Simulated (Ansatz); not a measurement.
Wavefunction ladder for CH5AlBF

```xyz
9

B    -1.310    0.599   -0.057
C     0.011    0.552   -0.678
F     1.200    0.971    0.188
Al    0.927   -0.895    0.419
H    -2.205    0.191   -0.739
H    -1.474    0.913    1.082
H     0.383    0.582   -1.693
H     2.017   -1.685   -0.402
H     0.451   -1.227    1.881
```

Charge 0, multiplicity 1. The bonds changed during the relaxation, so this is another structure than the one it started from. The structure was optimised at the PBE0-D4/def2-TZVP level. Frozen core, restricted reference, Ansatz. CBS rows extrapolate triple and quadruple zeta; past MP2 they add the triple-zeta difference.

| basis | HF (Eh) | MP2 corr. | CCSD corr. | (T) | CCSD(T) total |
| --- | --- | --- | --- | --- | --- |
| def2-SVP | -406.56834 | ? | -0.52258 | -0.01352 | ? |
| def2-TZVPP | -406.85174 | ? | ? | -0.02299 | ? |
| def2-QZVPP | -406.86703 | -0.65607 | – | – | – |
| CBS(def2) | ? | -0.69140 | -0.72996 | as TZ | ? |

Q: Fill in the withheld values. (Estimate.)

A: Computed: def2-SVP MP2 corr.: -0.47833; def2-SVP CCSD(T) total: -407.10444; def2-TZVPP MP2 corr.: -0.60838; def2-TZVPP CCSD corr.: -0.64694; def2-TZVPP CCSD(T) total: -407.52167; CBS(def2) HF (Eh): -406.86913; CBS(def2) CCSD(T) total: -407.62208.
